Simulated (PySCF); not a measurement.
Substituent effects on chemical shifts

Parent skeleton `[BH:1]1[CH2:2][CH2:3][CH2:4][CH2:5]1`; one hydrogen on atom 2 is replaced by X. Hydrogens on one atom are averaged.

- PBE0/pcSseg-1 with gauge-including orbitals
- PBE0-D3(BJ)/def2-SVP structure
- code: PySCF 2.14
- relativity neglected, no solvent, one computed conformer

References, each an isolated molecule treated in the same way: BF3·OEt2 for ¹¹B; ¹³C, ¹H against TMS.

Parent (X = H): B1 92.4, C2 34.9, C3 29.2, C4 29.2, C5 34.9, H(B1) 7.93, H(C2) 1.30, H(C3) 1.65, H(C4) 1.65 ppm. Effects are Δδ = δ(X) − δ(H), positive for deshielding.

(1) Give Δδ (ppm) for X = cPent, nPr, isopropenyl.

(2) Which position responds most, and to which substituents?

Results:

(1) 
```
          X              SMILES    B1     C2    C3    C4    C5  H(B1)  H(C2)  H(C3)  H(C4)
      cPent  B1CCC[C@H]1C1CCCC1  -2.7  +24.7  +6.1  -0.5  +0.1  -0.23  -1.13  -0.07  +0.03
        nPr     CCC[C@@H]1BCCC1  -1.6  +18.0  +5.1  -0.4  -0.5  -0.29  -0.83  -0.11  +0.04
isopropenyl  C=C(C)[C@@H]1BCCC1  -0.6  +29.1  +4.8  -0.5  +0.8  -0.26  +0.17  +0.07  +0.08
```

(2) H(C2): from -1.13 ppm with cPent to +0.17 ppm with isopropenyl.
